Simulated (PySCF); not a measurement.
B(Me)(NCO)(OH) (C2H4BNO2), SMILES CB(O)N=C=O.

Geometry optimised at PBE-D3(BJ)/def2-SVP. This is a generated structure with no PubChem entry under its InChIKey; it may be hypothetical. The values are those of a single conformer.

Calculation: PySCF with PBE-D3(BJ)/def2-SVP.

No scaling factor is applied to the harmonic values.

Computed vibrational spectrum:
```json
[
 {"mode": "1", "ν (cm⁻¹)": "19", "IR (km/mol)": "1.1", "moving atoms (share of kinetic energy)": "O 39 %, N 35 %, C 15 %, H 8 %"},
 {"mode": "2", "ν (cm⁻¹)": "79", "IR (km/mol)": "0.0", "moving atoms (share of kinetic energy)": "H 90 %"},
 {"mode": "3", "ν (cm⁻¹)": "97", "IR (km/mol)": "2.2", "moving atoms (share of kinetic energy)": "N 56 %, O 26 %, H 13 %"},
 {"mode": "4", "ν (cm⁻¹)": "314", "IR (km/mol)": "4.4", "moving atoms (share of kinetic energy)": "H 31 %, O 27 %, C 25 %, N 14 %"},
 {"mode": "5", "ν (cm⁻¹)": "428", "IR (km/mol)": "4.0", "moving atoms (share of kinetic energy)": "O 38 %, N 27 %, C 18 %, H 9 %"},
 {"mode": "6", "ν (cm⁻¹)": "455", "IR (km/mol)": "7.0", "moving atoms (share of kinetic energy)": "B 46 %, H 42 %"},
 {"mode": "7", "ν (cm⁻¹)": "553", "IR (km/mol)": "21.2", "moving atoms (share of kinetic energy)": "C 72 %, O 17 %, N 11 %"},
 {"mode": "8", "ν (cm⁻¹)": "587", "IR (km/mol)": "89.1", "moving atoms (share of kinetic energy)": "H 51 %, C 35 %, O 10 %"},
 {"mode": "9", "ν (cm⁻¹)": "590", "IR (km/mol)": "4.1", "moving atoms (share of kinetic energy)": "H 38 %, C 38 %, N 14 %, O 10 %"},
 {"mode": "10", "ν (cm⁻¹)": "643", "IR (km/mol)": "13.1", "moving atoms (share of kinetic energy)": "C 36 %, O 34 %, H 18 %, B 8 %"},
 {"mode": "11", "ν (cm⁻¹)": "820", "IR (km/mol)": "5.1", "moving atoms (share of kinetic energy)": "H 62 %, C 24 %, O 11 %"},
 {"mode": "12", "ν (cm⁻¹)": "860", "IR (km/mol)": "43.3", "moving atoms (share of kinetic energy)": "H 47 %, B 32 %, C 19 %"},
 {"mode": "13", "ν (cm⁻¹)": "933", "IR (km/mol)": "183.2", "moving atoms (share of kinetic energy)": "H 64 %, B 17 %, O 12 %"},
 {"mode": "14", "ν (cm⁻¹)": "1173", "IR (km/mol)": "140.5", "moving atoms (share of kinetic energy)": "H 45 %, B 36 %, O 13 %"},
 {"mode": "15", "ν (cm⁻¹)": "1267", "IR (km/mol)": "103.3", "moving atoms (share of kinetic energy)": "H 58 %, C 19 %, B 14 %"},
 {"mode": "16", "ν (cm⁻¹)": "1337", "IR (km/mol)": "269.7", "moving atoms (share of kinetic energy)": "B 44 %, H 31 %, O 17 %"},
 {"mode": "17", "ν (cm⁻¹)": "1382", "IR (km/mol)": "4.5", "moving atoms (share of kinetic energy)": "H 96 %"},
 {"mode": "18", "ν (cm⁻¹)": "1405", "IR (km/mol)": "42.5", "moving atoms (share of kinetic energy)": "H 72 %, B 17 %"},
 {"mode": "19", "ν (cm⁻¹)": "1575", "IR (km/mol)": "128.4", "moving atoms (share of kinetic energy)": "N 47 %, O 29 %, B 19 %"},
 {"mode": "20", "ν (cm⁻¹)": "2431", "IR (km/mol)": "1305.3", "moving atoms (share of kinetic energy)": "C 68 %, N 22 %, O 10 %"},
 {"mode": "21", "ν (cm⁻¹)": "2970", "IR (km/mol)": "1.3", "moving atoms (share of kinetic energy)": "H 97 %"},
 {"mode": "22", "ν (cm⁻¹)": "3054", "IR (km/mol)": "2.5", "moving atoms (share of kinetic energy)": "H 91 %, C 9 %"},
 {"mode": "23", "ν (cm⁻¹)": "3067", "IR (km/mol)": "16.9", "moving atoms (share of kinetic energy)": "H 91 %, C 9 %"},
 {"mode": "24", "ν (cm⁻¹)": "3753", "IR (km/mol)": "70.2", "moving atoms (share of kinetic energy)": "H 94 %"}
]
```
